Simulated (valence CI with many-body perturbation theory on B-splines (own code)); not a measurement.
## Tc XXX: electric-dipole lines

Method: configuration interaction combined with many-body perturbation theory (CI+MBPT): four valence electrons over a frozen Dirac-Fock core [Ne], radial functions for each j: 11 s, 11 p, 10 d, 8 f, 5 g, 2 h, with the one-electron correlation potential Σ1 (screened to all orders), the two-electron term Σ2, the three-electron term Σ3, Breit, model QED; selected single and double excitations, second order for the rest, scaled by the run's own slope (own B-spline code, finite nucleus).

The last digits are not significant, and no measured levels were compared; by estimate large intervals hold to a few tenths of a per cent, small ones and those within an open d or f shell to about a per cent. Among the levels kept, up to 700 cm⁻¹ of a level comes from second order outside the variational space, and about a tenth of that is noise between levels of different J, which matters for small intervals.

Lines 101 to 150 of 536 in falling wavelength, among levels below 388.95 eV, chosen from the strongest by gf and those to the six lowest levels. Wavelengths and rates use the calculated energies. Electric multipoles are in the length gauge, E1 and E2 with the static RPA response of the core. Weak lines are less certain than strong ones. Lines between different terms over intervals too small for the method are left out, as are lines whose strength nearly cancels. Where a level lies close to another of its J and parity, the split of strength between their lines is uncertain. The highest levels of a list are the least certain.

Names give the largest LS component (configuration and term), which can be under half, so a name can repeat, a term be missing and a line seem to break the LS rules; names also repeat where a configuration has a term twice. Letters in brackets count levels of one name in rising energy.

| λ vac (nm) | Upper | Lower | A (s⁻¹) | log gf | Branch % |
| --- | --- | --- | --- | --- | --- |
| 11.18 | 3p³3d ⁵D°_3 | 3p⁴ ¹D_2 | 7.73e+09 | -0.99 | 8.0 |
| 11.16 | 3s3p3d² ⁵D°_3 [d] | 3s3p²3d ³D_2 [c] | 2.46e+10 | -0.49 | 13.4 |
| 11.15 | 3s3p3d² ⁵D°_3 [c] | 3s3p²3d ³D_2 [b] | 1.15e+10 | -0.82 | 6.9 |
| 11.13 | 3s3p3d² ⁵D°_2 [b] | 3s3p²3d ³P_1 [b] | 1.78e+10 | -0.78 | 7.6 |
| 11.12 | 3p³3d ³G°_3 | 3s3p²3d ³F_2 [a] | 7.67e+09 | -1.00 | 14.9 |
| 11.12 | 3s3p3d² ³D°_3 | 3s3p²3d ³F_4 [b] | 1.74e+10 | -0.65 | 10.8 |
| 11.10 | 3s3p²3d ³F_4 [c] | 3s²3p3d ³D°_3 | 3.68e+10 | -0.21 | 22.5 |
| 11.06 | 3s3p3d² ³G°_4 [b] | 3s3p²3d ³D_3 [c] | 2.36e+10 | -0.41 | 15.0 |
| 11.06 | 3s3p³ ³P°_1 | 3s²3p² ³P_1 | 2.86e+10 | -0.80 | 64.7 |
| 11.04 | 3s3p3d² ³D°_1 [a] | 3s3p²3d ³P_0 [b] | 2.00e+10 | -0.96 | 11.8 |
| 11.03 | 3p³3d ³F°_4 | 3s3p²3d ⁵D_4 | 6.10e+09 | -1.00 | 17.1 |
| 11.01 | 3s3p²3d ³P_1 [b] | 3s3p³ ³P°_2 | 2.74e+10 | -0.83 | 14.4 |
| 11.00 | 3s3p²3d ³P_0 [c] | 3s²3p3d ³D°_1 [b] | 6.16e+10 | -0.95 | 18.7 |
| 10.99 | 3s3p3d² ⁵G°_3 [b] | 3s3p²3d ³F_2 [b] | 8.49e+09 | -0.97 | 16.8 |
| 10.97 | 3s²3p3d ³F°_2 [b] | 3s²3p² ¹D_2 | 2.40e+10 | -0.66 | 79.3 |
| 10.96 | 3s3p²3d ³D_3 [e] | 3s²3p3d ³D°_3 | 2.98e+10 | -0.42 | 17.8 |
| 10.96 | 3s3p²3d ³D_3 [b] | 3s3p³ ³P°_2 | 1.34e+10 | -0.77 | 9.5 |
| 10.94 | 3s3p²3d ³D_1 [c] | 3s²3p3d ³P°_1 | 2.56e+10 | -0.86 | 10.4 |
| 10.94 | 3s3p3d² ³G°_4 [b] | 3s3p²3d ³G_5 | 1.84e+10 | -0.53 | 11.7 |
| 10.93 | 3p³3d ¹D°_2 [b] | 3s3p²3d ³F_3 | 2.88e+10 | -0.59 | 17.6 |
| 10.91 | 3p³3d ³D°_3 | 3s3p²3d ¹G_4 | 1.03e+10 | -0.89 | 5.6 |
| 10.91 | 3s3p3d² ³G°_4 [b] | 3s3p²3d ³D_3 [b] | 8.89e+09 | -0.85 | 5.7 |
| 10.90 | 3s3p3d² ³G°_3 [b] | 3s3p²3d ³D_2 [a] | 5.38e+10 | -0.17 | 41.4 |
| 10.88 | 3s3p3d² ⁵F°_4 | 3s3p²3d ³F_4 [a] | 7.16e+09 | -0.94 | 4.6 |
| 10.88 | 3s²3d² ³F_2 [a] | 3s²3p3d ³D°_2 | 1.27e+10 | -0.95 | 4.3 |
| 10.87 | 3s3p3d² ⁵G°_2 [b] | 3s3p²3d ⁵F_3 [b] | 1.15e+10 | -0.99 | 16.9 |
| 10.87 | 3s3p²3d ¹D_2 [a] | 3s²3p3d ³P°_2 [b] | 4.59e+10 | -0.39 | 26.9 |
| 10.86 | 3s3p3d² ³F°_2 [b] | 3s3p²3d ¹P_1 [b] | 2.23e+10 | -0.70 | 8.7 |
| 10.85 | 3s3p²3d ¹P_1 [c] | 3s²3p3d ³D°_2 | 6.59e+10 | -0.46 | 22.4 |
| 10.84 | 3s3p²3d ³P_2 [b] | 3s²3p3d ³P°_2 [a] | 1.46e+10 | -0.89 | 7.5 |
| 10.83 | 3s3p3d² ³F°_2 [b] | 3s3p²3d ³P_2 [b] | 1.35e+10 | -0.93 | 5.3 |
| 10.83 | 3s3p3d² ⁵D°_4 [b] | 3s3p²3d ³D_3 [b] | 1.95e+10 | -0.51 | 10.5 |
| 10.82 | 3s3p3d² ³D°_2 | 3s3p²3d ¹P_1 [b] | 1.98e+10 | -0.76 | 8.2 |
| 10.81 | 3p⁴ ³P_1 | 3s3p³ ³D°_2 | 1.99e+10 | -0.98 | 62.1 |
| 10.81 | 3s3p²3d ³D_3 [c] | 3s3p³ ³P°_2 | 2.38e+10 | -0.54 | 12.0 |
| 10.81 | 3s3p²3d ³D_3 [f] | 3s²3p3d ³D°_3 | 2.57e+10 | -0.50 | 12.5 |
| 10.79 | 3s3p3d² ³D°_2 | 3s3p²3d ³P_2 [b] | 1.39e+10 | -0.92 | 5.8 |
| 10.79 | 3s3p²3d ³D_1 [a] | 3s²3p3d ³F°_2 [b] | 2.15e+10 | -0.95 | 11.7 |
| 10.77 | 3p³3d ³D°_1 [a] | 3s3p²3d ³F_2 [a] | 2.09e+10 | -0.96 | 28.9 |
| 10.77 | 3p³3d ³D°_1 [b] | 3s3p²3d ³F_2 [b] | 2.18e+10 | -0.95 | 22.4 |
| 10.76 | 3s3p²3d ³F_3 | 3s²3p3d ³F°_2 [b] | 3.35e+10 | -0.39 | 34.4 |
| 10.76 | 3s3p3d² ⁵P°_3 [a] | 3s3p²3d ³D_2 [b] | 1.21e+10 | -0.83 | 7.0 |
| 10.73 | 3s3p²3d ³F_2 [c] | 3s3p³ ³D°_3 | 1.35e+10 | -0.93 | 11.8 |
| 10.73 | 3p³3d ⁵D°_4 | 3s3p²3d ⁵F_3 [a] | 1.74e+10 | -0.57 | 21.0 |
| 10.70 | 3s3p²3d ⁵F_2 [b] | 3s3p³ ⁵S°_2 | 9.94e+09 | -1.07 | 35.4 |
| 10.69 | 3p³3d ³D°_2 [b] | 3s3p²3d ³P_2 [a] | 2.06e+10 | -0.75 | 17.5 |
| 10.69 | 3s²3p3d ³P°_1 | 3s²3p² ¹S_0 | 1.12e+09 | -2.24 | 0.7 |
| 10.68 | 3s3p3d² ³H°_5 | 3s3p²3d ³G_4 | 4.96e+10 | -0.03 | 47.9 |
| 10.66 | 3s3p3d² ⁵P°_3 [b] | 3s3p²3d ³D_3 [b] | 8.06e+09 | -1.02 | 5.0 |
| 10.65 | 3s3p3d² ⁵G°_2 [b] | 3s3p²3d ⁵D_1 | 2.15e+10 | -0.74 | 31.6 |
